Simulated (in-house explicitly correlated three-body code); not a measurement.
Computed with an exponentially correlated three-body code. Model: two electrons around a point charge, non-relativistic, variational in 260 exponentially correlated functions (energies converged to about 1e-7 hartree, or 1e-8 relative for large Z).

Command:
```bash
python run_hyl.py task.json out
```
Settings (lengths in bohr, energies in hartree):
```
Z                      9
screening              0.675
interaction_strength   1
functions              260
states_tried           13
```

Cost of the run: 45 s on 1 thread of Intel(R) Xeon(R) Platinum 8375C CPU @ 2.90GHz (Ice Lake), on a shared host.

**Those bound S and P states to n = 4 that converged, binding against the one-electron ion.**

Given: nuclear charge 9; Yukawa screening of all interactions 0.675 1/bohr.

Computed: one-electron threshold -34.751179 hartree.

```csv
term,energy (hartree),binding (eV)
1 1S,-64.681453,814.44
2 3S,?,?
2 1S,?,?
2 3P,-38.4912377,101.77
2 1P,-38.2960252,96.46
3 3S,-35.2432647,13.39
3 1S,-35.1955906,12.093
3 3P,-35.0980205,9.438
3 1P,-35.0674056,8.605
```

(1) What belongs in the row 2 3S?

(2) What belongs in the row 2 1S?

**Converged states only, values per electron or pair (inverse distances are <exp(-kr)/r>).**

```json
{"term": "1 1S", "mean r (bohr)": "0.17488", "mean r squared (bohr²)": "0.041064", "mean inverse r (1/bohr)": "8.0157", "mean r12 (bohr)": "0.25782", "mean inverse r12 (1/bohr)": "4.6667", "mean cosine": "-0.014647", "mean p1 dot p2 (bohr⁻²)": "1.0666", "delta r1 (bohr⁻³)": "213.65", "delta r12 (bohr⁻³)": "22.97"}
{"term": "2 3S", "mean r (bohr)": "0.4592", "mean r squared (bohr²)": "0.34921", "mean inverse r (1/bohr)": "4.8691", "mean r12 (bohr)": "0.77732", "mean inverse r12 (1/bohr)": "0.99756", "mean cosine": "-0.0044208", "mean p1 dot p2 (bohr⁻²)": "0.066973", "delta r1 (bohr⁻³)": "125.64", "delta r12 (bohr⁻³)": "-"}
{"term": "2 1S", "mean r (bohr)": "?", "mean r squared (bohr²)": "?", "mean inverse r (1/bohr)": "?", "mean r12 (bohr)": "?", "mean inverse r12 (1/bohr)": "?", "mean cosine": "?", "mean p1 dot p2 (bohr⁻²)": "?", "delta r1 (bohr⁻³)": "?", "delta r12 (bohr⁻³)": "?"}
{"term": "2 3P", "mean r (bohr)": "0.41057", "mean r squared (bohr²)": "0.27826", "mean inverse r (1/bohr)": "4.8453", "mean r12 (bohr)": "0.69016", "mean inverse r12 (1/bohr)": "1.2432", "mean cosine": "-0.064492", "mean p1 dot p2 (bohr⁻²)": "-4.4695", "delta r1 (bohr⁻³)": "114.33", "delta r12 (bohr⁻³)": "-"}
{"term": "2 1P", "mean r (bohr)": "0.42243", "mean r squared (bohr²)": "0.29702", "mean inverse r (1/bohr)": "4.8272", "mean r12 (bohr)": "0.6915", "mean inverse r12 (1/bohr)": "1.3673", "mean cosine": "0.044665", "mean p1 dot p2 (bohr⁻²)": "4.2322", "delta r1 (bohr⁻³)": "115.32", "delta r12 (bohr⁻³)": "0.91123"}
{"term": "3 3S", "mean r (bohr)": "1.1385", "mean r squared (bohr²)": "2.5784", "mean inverse r (1/bohr)": "4.3144", "mean r12 (bohr)": "2.1182", "mean inverse r12 (1/bohr)": "0.2325", "mean cosine": "-0.00087269", "mean p1 dot p2 (bohr⁻²)": "0.011784", "delta r1 (bohr⁻³)": "116.97", "delta r12 (bohr⁻³)": "-"}
{"term": "3 1S", "mean r (bohr)": "?", "mean r squared (bohr²)": "?", "mean inverse r (1/bohr)": "?", "mean r12 (bohr)": "?", "mean inverse r12 (1/bohr)": "?", "mean cosine": "?", "mean p1 dot p2 (bohr⁻²)": "?", "delta r1 (bohr⁻³)": "?", "delta r12 (bohr⁻³)": "?"}
{"term": "3 3P", "mean r (bohr)": "1.1438", "mean r squared (bohr²)": "2.655", "mean inverse r (1/bohr)": "4.3004", "mean r12 (bohr)": "2.1299", "mean inverse r12 (1/bohr)": "0.25458", "mean cosine": "-0.0091634", "mean p1 dot p2 (bohr⁻²)": "-0.61971", "delta r1 (bohr⁻³)": "115.01", "delta r12 (bohr⁻³)": "-"}
{"term": "3 1P", "mean r (bohr)": "1.1782", "mean r squared (bohr²)": "2.8305", "mean inverse r (1/bohr)": "4.2948", "mean r12 (bohr)": "2.1956", "mean inverse r12 (1/bohr)": "0.26947", "mean cosine": "0.0062477", "mean p1 dot p2 (bohr⁻²)": "0.60943", "delta r1 (bohr⁻³)": "115.14", "delta r12 (bohr⁻³)": "0.15937"}
```

(3) What belongs in the row 2 1S?

(4) What belongs in the row 3 1S?

**Electric-dipole lines between converged S and P states, rate of the upper state's decay.**

| s state | p state | p minus s (eV) | oscillator strength from s | rate (1/s) |
| --- | --- | --- | --- | --- |
| 1 1S | 2 1P | 717.98 | 0.63802 | 4.7572e+12 |
| 1 1S | 3 1P | ? | ? | ? |
| 2 1S | 2 1P | 9.5217 | 0.11456 | 1.5023e+08 |
| 2 1S | 3 1P | 97.377 | 0.21051 | 2.8872e+10 |
| 3 1S | 2 1P | -84.367 | -0.046667 | 1.4413e+10 |
| 3 1S | 3 1P | 3.4881 | 0.40551 | 7.1361e+07 |
| 2 3S | 2 3P | ? | ? | ? |
| 2 3S | 3 3P | 104.52 | 0.1995 | 3.1526e+10 |
| 3 3S | 2 3P | -88.382 | -0.049647 | 1.6828e+10 |
| 3 3S | 3 3P | 3.9523 | 0.42868 | 9.6856e+07 |

(5) What belongs in the row 1 1S 3 1P?

(6) What belongs in the row 2 3S 2 3P?

**Static dipole response.**

```json
{"state": "1 1S", "polarisability (bohr³)": "0.0016648"}
{"state": "2 1S", "polarisability (bohr³)": "0.96792"}
{"state": "2 3S", "polarisability (bohr³)": "0.70896"}
```

Results:

(1) energy (hartree): -38.9392251; binding (eV): 113.96.

(2) energy (hartree): -38.6459421; binding (eV): 105.98.

(3) mean r (bohr): 0.47444; mean r squared (bohr²): 0.37703; mean inverse r (1/bohr): 4.8457; mean r12 (bohr): 0.80013; mean inverse r12 (1/bohr): 1.2277; mean cosine: -0.0066509; mean p1 dot p2 (bohr⁻²): 0.082617; delta r1 (bohr⁻³): 124.92; delta r12 (bohr⁻³): 3.5244.

(4) mean r (bohr): 1.179; mean r squared (bohr²): 2.7813; mean inverse r (1/bohr): 4.3073; mean r12 (bohr): 2.198; mean inverse r12 (1/bohr): 0.26446; mean cosine: -0.0012471; mean p1 dot p2 (bohr⁻²): 0.014921; delta r1 (bohr⁻³): 116.83; delta r12 (bohr⁻³): 0.61252.

(5) p minus s (eV): 805.84; oscillator strength from s: 0.079575; rate (1/s): 7.4742e+11.

(6) p minus s (eV): 12.19; oscillator strength from s: 0.13686; rate (1/s): 2.9416e+08.
